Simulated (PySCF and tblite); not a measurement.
Results of a calculation; reference values are marked as such.
3‐chlorophenol, C6H5ClO, numbered as in [OH:1][c:2]1[cH:3][cH:4][cH:5][c:6]([Cl:7])[cH:8]1. Conformers came from 90 starts (ETKDG and KDG, MMFF94s, GFN2-xTB); geometries are PBE0-D3(BJ)/def2-SVP. Energies: HSE06-D3(BJ)/6-31+G*, with GFN2-xTB thermal terms (modes under about 100 cm⁻¹ blended into free rotors). Symmetry numbers and mirror images are counted. Conformers within 3 kcal/mol (GFN2-xTB free energy) were kept, 4 at most. GIAO shieldings: KT3/pcSseg-1, starting guess huckel. Shifts are against TMS (¹H), TMS (¹³C) at the same level. Codes: tblite and PySCF.

Torsions listed: H1–O1–C2–C3.

```tsv
conformer	shape	point group	mirror pair	ΔE(DFT)	Δ(G−E) at 298.15 K	δ H3 (ppm)
1	180°	Cs	no	0.00	0.00	6.49
2	0°	Cs	no	0.06	-0.02	6.03
```

Energies in kcal/mol; the thermal term leaves out symmetry numbers and mirror images.

**Question.** Work out the weights at 298.15 K and the ¹H shift of H3 under fast exchange.

**Answer.** RT = 0.592 kcal/mol. Each conformer gets RT ln(σ/g), with σ the rotational symmetry number and g = 2 for a mirror pair: 1: σ = 1, g = 1, G = 0.00 + 0.00 + 0.00 = 0.00, 0.00 above the lowest, exp(−ΔG/RT) = 1.000; 2: σ = 1, g = 1, G = 0.06 − 0.02 + 0.00 = 0.04, 0.04 above the lowest, exp(−ΔG/RT) = 0.937. The sum is 1.937, so the weights are 51.6, 48.4 %. The averaged shift is 6.27 ppm. At 298.15 K the leading conformer alone gives 6.49 ppm and bare DFT energies give 6.27 ppm.
